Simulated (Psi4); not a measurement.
**A ladder of methods for CrO2F2 (SMILES [O]=[Cr](=[O])([F])[F])**

CrO2F2: 5 atoms, total charge 0, spin state singlet. SMILES: `[O]=[Cr](=[O])([F])[F]`. The shape was relaxed beforehand at PBE0/def2-TZVP.

Quantity: the HOMO–LUMO gap, in eV. The values are calculated.

| level | kind | program | value (eV) | CPU time |
| --- | --- | --- | --- | --- |
| PBE-D4/def2-TZVPP (density fitting) | GGA | Psi4 | 3.08 | 38 s |
| r2SCAN-D4/def2-TZVPP (density fitting) | meta-GGA | Psi4 | 3.36 | 68 s |
| B3LYP-D4/def2-TZVPP (density fitting) | global hybrid | Psi4 | 5.03 | 37 s |
| PBE0-D4/def2-TZVPP (density fitting) | global hybrid | Psi4 | 5.57 | 34 s |
| wB97M-V/def2-TZVPP (density fitting) | range-separated hybrid | Psi4 | 10.30 | 76 s |

The values span 3.08 to 10.30 eV. Orbital gaps aren't excitation energies; they tend to grow with the share of exact exchange. Times are those of the runs behind each value, whatever else they computed, on shared processors of several kinds: orders of magnitude only.
